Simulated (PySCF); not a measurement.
# UHF on Cu¹³⁺ (copper, charge +13)

Configuration: [Ne] 3s2 3p4, high-spin 3P determinant. Computed with PySCF 2.14 in an uncontracted even-tempered set (19 s from 0.69 bohr⁻², ratio 2.5; 12 p from 0.9 bohr⁻², ratio 2.5; 5 d from 6.3 bohr⁻², ratio 2.7; 4 f from 9.5 bohr⁻², ratio 2.7), with the spin-free X2C one-electron Hamiltonian (Gaussian nucleus).

| Property | Result |
| --- | --- |
| Total energy | -1577.547923 hartree |
| One-electron energy | -1936.5576 hartree |
| Hartree (Coulomb) energy | 413.3428 hartree |
| Exchange energy | -54.3331 hartree |
| ⟨S²⟩ | 2.0025 |
| ⟨L²⟩ | 2.008 |
| Sum of ⟨r⟩ | 5.511 bohr |
| Sum of ⟨r²⟩ | 3.080 bohr² |
| Traceless quadrupole moment −½Σ⟨3z² − r²⟩ along its main axis | -0.177 e·bohr² |

```tsv
shell	electrons	mean orbital energy (hartree)	spread (hartree)	rms radius, mean of both spins (bohr)
1s α	1	-348.11558	0	0.0601
1s β	1	-347.98787	0	0.0601
2s α	1	-57.15680	0	0.252
2s β	1	-57.06356	0	0.252
2p α	3	-51.34912	0.10461	0.226
2p β	3	-51.17401	0.08349	0.226
3s α	1	-18.26504	0	0.662
3s β	1	-17.62080	0	0.662
3p α	3	-16.26077	0.19651	0.664
3p β	1	-15.97690	0	0.664
```

Densities and radii are taken from the X2C orbitals without a picture-change correction, which distorts them close to the nucleus.

Spin-orbit constants ζ (cm⁻¹) from the X2C one-electron operator on these orbitals: bare nucleus, nucleus screened by l(l+1)(2l+1)/3 electrons, and screened by the Breit-Pauli mean field of the electrons.

```
shell    bare  screened nucleus  mean field
   2p  116800            108700      105100
   3p   21290             19820       19140
```

To first order the Landé constant is A = -9568 cm⁻¹, so the lowest level has J = 2 and lies 1.19 eV below the centre of the term. This holds in LS coupling only.
